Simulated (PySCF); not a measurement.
# Two-component Hartree-Fock for Pt(2+) (platinum, charge +2)

Start: [Xe] 4f14 5d7 6s1; 5d3/2 filled at m_j = +1/2, +3/2; 5d5/2 filled at m_j = -3/2, -1/2, +1/2, +3/2, +5/2; 6s1/2 filled at m_j = +1/2. Calculated with PySCF 2.14 in x2c-TZVPall-2c with one added diffuse shell each of s, p, d type (12s12p11d2f, 117 functions): generalised Hartree-Fock with the X2C-1e Hamiltonian and a Gaussian nucleus; spin-orbit coupling (SO) screened by Boettger's factors. This is a chosen level, not necessarily the ground level.

```json
{"spinor shell": "1s1/2", "electrons": "2", "ε, screened SO (eV)": "-78827.7", "weight of nominal j (screened SO)": "1.000", "rms radius, screened SO (bohr)": "0.0194"}
{"spinor shell": "2s1/2", "electrons": "2", "ε, screened SO (eV)": "-14014.9", "weight of nominal j (screened SO)": "1.000", "rms radius, screened SO (bohr)": "0.0782"}
{"spinor shell": "2p1/2", "electrons": "2", "ε, screened SO (eV)": "-13410.5", "weight of nominal j (screened SO)": "1.000", "rms radius, screened SO (bohr)": "0.0663"}
{"spinor shell": "2p3/2", "electrons": "4", "ε, screened SO (eV)": "-11675.9", "weight of nominal j (screened SO)": "1.000", "rms radius, screened SO (bohr)": "0.0741"}
{"spinor shell": "3s1/2", "electrons": "2", "ε, screened SO (eV)": "-3377.7", "weight of nominal j (screened SO)": "1.000", "rms radius, screened SO (bohr)": "0.200"}
{"spinor shell": "3p1/2", "electrons": "2", "ε, screened SO (eV)": "-3107.2", "weight of nominal j (screened SO)": "1.000", "rms radius, screened SO (bohr)": "0.191"}
{"spinor shell": "3p3/2", "electrons": "4", "ε, screened SO (eV)": "-2720.0", "weight of nominal j (screened SO)": "1.000", "rms radius, screened SO (bohr)": "0.207"}
{"spinor shell": "3d3/2", "electrons": "4", "ε, screened SO (eV)": "-2274.9", "weight of nominal j (screened SO)": "1.000", "rms radius, screened SO (bohr)": "0.182"}
{"spinor shell": "3d5/2", "electrons": "6", "ε, screened SO (eV)": "-2191.7", "weight of nominal j (screened SO)": "1.000", "rms radius, screened SO (bohr)": "0.186"}
{"spinor shell": "4s1/2", "electrons": "2", "ε, screened SO (eV)": "-781.04", "weight of nominal j (screened SO)": "1.000", "rms radius, screened SO (bohr)": "0.441"}
{"spinor shell": "4p1/2", "electrons": "2", "ε, screened SO (eV)": "-665.20", "weight of nominal j (screened SO)": "1.000", "rms radius, screened SO (bohr)": "0.447"}
{"spinor shell": "4p3/2", "electrons": "4", "ε, screened SO (eV)": "-571.65", "weight of nominal j (screened SO)": "1.000", "rms radius, screened SO (bohr)": "0.480"}
{"spinor shell": "4d3/2", "electrons": "4", "ε, screened SO (eV)": "-381.69", "weight of nominal j (screened SO)": "1.000", "rms radius, screened SO (bohr)": "0.496"}
{"spinor shell": "4d5/2", "electrons": "6", "ε, screened SO (eV)": "-363.44", "weight of nominal j (screened SO)": "1.000", "rms radius, screened SO (bohr)": "0.508"}
{"spinor shell": "5s1/2", "electrons": "2", "ε, screened SO (eV)": "-144.62", "weight of nominal j (screened SO)": "1.000", "rms radius, screened SO (bohr)": "1.02"}
{"spinor shell": "4f5/2", "electrons": "6", "ε, screened SO (eV)": "-118.11", "weight of nominal j (screened SO)": "0.996", "rms radius, screened SO (bohr)": "0.563"}
{"spinor shell": "5p1/2", "electrons": "2", "ε, screened SO (eV)": "-106.34", "weight of nominal j (screened SO)": "0.986", "rms radius, screened SO (bohr)": "1.11"}
{"spinor shell": "5p3/2", "electrons": "4", "ε, screened SO (eV)": "-88.255", "weight of nominal j (screened SO)": "0.993", "rms radius, screened SO (bohr)": "1.20"}
{"spinor shell": "5d3/2", "electrons": "2", "ε, screened SO (eV)": "-36.614", "weight of nominal j (screened SO)": "0.582", "rms radius, screened SO (bohr)": "1.61"}
{"spinor shell": "5d5/2", "electrons": "5", "ε, screened SO (eV)": "-35.318", "weight of nominal j (screened SO)": "0.482", "rms radius, screened SO (bohr)": "1.62"}
{"spinor shell": "6s1/2", "electrons": "1", "ε, screened SO (eV)": "-26.756", "weight of nominal j (screened SO)": "0.999", "rms radius, screened SO (bohr)": "2.70"}
```

Task: Where does 4f7/2 lie, and what is the 4f spin-orbit splitting (screened SO)?

Result: At -114.47 eV, 3.630 eV above 4f5/2.

| quantity | screened SO |
| --- | --- |
| E (hartree) | -18425.66602 |
| M_J | 5 |
| ⟨J²⟩ | 30.009 |
| ⟨L²⟩ | 12.968 |
| ⟨S²⟩ | 5.766 |

Each row is a mean over spinors that exchange with the open shell spreads, by up to 8.148 eV (5p3/2).

Rows whose weight is well below 1 are mixtures of j = l ± 1/2: exchange outweighs spin-orbit coupling there, and the label is only the starting occupation.

Breit and QED terms are absent; they matter most for the inner s and p1/2 levels.

Densities and radii are taken from the X2C orbitals without a picture-change correction, which distorts them close to the nucleus.
